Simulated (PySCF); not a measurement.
A calculated (M06-2X, PySCF 2.14, cc-pV(D+d)Z, the non-relativistic Hamiltonian (point nucleus)) atom or ion has these occupied shells.

```
shell  electrons  orbital energy (eV)  rms radius, mean of both spins (bohr)
 1s α          1              -2460.3                                  0.113
 1s β          1              -2459.5                                  0.113
 2s α          1              -237.87                                  0.521
 2s β          1              -237.57                                  0.521
 2p α          3              -181.40                                  0.492
 2p β          3              -180.49                                  0.492
 3s α          1              -33.045                                   1.79
 3s β          1              -28.223                                   1.79
 3p α          3              -20.591                                   2.04
```

**Question.** Name the element and its charge.

**Answer.** S+ (sulfur, charge +1), in [Ne] 3s2 3p3, high-spin 4S determinant.
